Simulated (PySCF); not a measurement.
SMILES C[SiH2]N(C)[SiH2]N (C₂H₁₂N₂Si₂) at its GFN2-xTB optimised geometry (Å):

```
18

Si    -0.4591    -0.6841     0.0000
C     -1.1323    -1.6269     1.5084
N     -0.9548    -1.4007    -1.5033
C     -2.3674    -1.3146    -1.8179
Si    -0.0205    -2.5445    -2.4301
N     -0.2755    -2.4510    -4.1313
H     -1.0023     0.6841     0.0000
H      1.0023    -0.6841     0.0000
H     -2.2187    -1.6606     1.5049
H     -0.8238    -1.1566     2.4372
H     -0.7725    -2.6525     1.5227
H     -2.9417    -2.1144    -1.3388
H     -2.5181    -1.3917    -2.8952
H     -2.7738    -0.3598    -1.4835
H     -0.3872    -3.9252    -2.0951
H      1.3748    -2.2029    -2.1952
H     -1.1055    -2.8515    -4.5357
H     -0.0358    -1.5998    -4.6128
```

Computed with CAM-B3LYP/def2-SVP (PySCF). Cells within 0.4 Å of a nucleus heavier than hydrogen are left out (blank, or x).

Map of the deformation density (molecule minus spherical neutral atoms) (e/bohr³) on the plane z = 0.0 Å:

```
|11111111111111111111111111111|
|11111111111111111111111111111|
|11111111111111111111111111111|
|11111111111111111111111111111|
|11111111111111111111111111111|
|11111111111111111111111111111|
|11111111111111111111111111111|
|11111111111111111111111111111|
|11111111111111111111111111111|
|11111111111111111111111111111|
|11111111122222111111111111111|
|11111111247642111111111111111|
|11111112369853111111111111111|
|11111111358853111111111111111|
|11111111235531112221111111111|
|11111111112211134532111111111|
|11111110000xxx147862111111111|
|11111100000xxx148983111111111|
|111111000001xx136652111111111|
|11111110001000023322111111111|
|11111111111100011211111111111|
|11111111111100001111111111111|
|11111111111100011111111111111|
|11111111111111111111111111111|
|11111111111111111111111111111|
|11111111111111111111111111111|
|11111111111111111111111111111|
|11111111111111111111111111111|
|11111111111111111111111111111|
```
Scale: ten equal steps from -0.018 (start of '0') to 0.081 (end of '9'), in the order '0123456789'; x runs from -3.50 to 3.50, y from -3.50 (bottom) to 3.50 (top).
